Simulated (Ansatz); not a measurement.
A run for Ansatz (a first-principles code): R-B3LYP/def2-TZVPPD on H4OSi (SMILES O[SiH3]). Files ending in .json are basis or fitting sets from the Basis Set Exchange.

Ansatz 0.2 input:
```yaml
crystal:
  periodic: [false, false, false]
  atoms:
    - {symbol: O, position_ang: [-0.05734226, -1.03124040, 3.44645444]}
    - {symbol: Si, position_ang: [1.03718209, -0.23706595, 4.37549558]}
    - {symbol: H, position_ang: [-0.47824978, -0.54037223, 2.71678857]}
    - {symbol: H, position_ang: [2.12729348, 0.35983270, 3.55687809]}
    - {symbol: H, position_ang: [1.61961319, -1.23111543, 5.30261129]}
    - {symbol: H, position_ang: [0.42422945, 0.86211353, 5.16544337]}
basis:
  gaussian:
    orbitals: def2-TZVPPD.json
hamiltonian:
  xc: {name: B3LYP}
scf: {lower_state_search: off}
```

Program output:

```
WARN ansatz: RAYON_NUM_THREADS=1 ignored (pool sized by the plan → 1); use --threads N
Functional definition: B3LYP
these checks for a lower state are left out or cut short: stability, starts, cluster_reference, orbital_swaps, neighbouring_geometries, increment
integrals: 0.05 GiB planned
735 factors; their error is unknown
mean field: 0.53 GiB planned
mean field evaluation 1: about -9987.8529 eV, gradient 5.6e1 eV
mean field evaluation 2: about -9973.9881 eV, gradient 1.0e2 eV
mean field evaluation 4: about -9992.7460 eV, gradient 1.4e0 eV
mean field evaluation 8: about -9992.7655 eV, gradient 2.7e-2 eV
mean field evaluation 16: about -9992.7655 eV, gradient 4.4e-6 eV
mean field -9992.76552655 eV, -367.2273597610 hartree, gradient 4.4e-6 eV, S^2 0.000000; 0 other end points of the search recorded, 0 dependent functions left out
reference -9992.76576228 eV, -367.2273684237 hartree; 13, 13 occupied and 143, 143 virtual orbitals, 735 factors
Total energy: -9992.76576228 eV, -367.2273684237 hartree
Checks for a lower state left out: stability, starts, cluster_reference, orbital_swaps, neighbouring_geometries, increment
```

The run converged.

Cost: about 1.1 core-seconds (a rough figure).
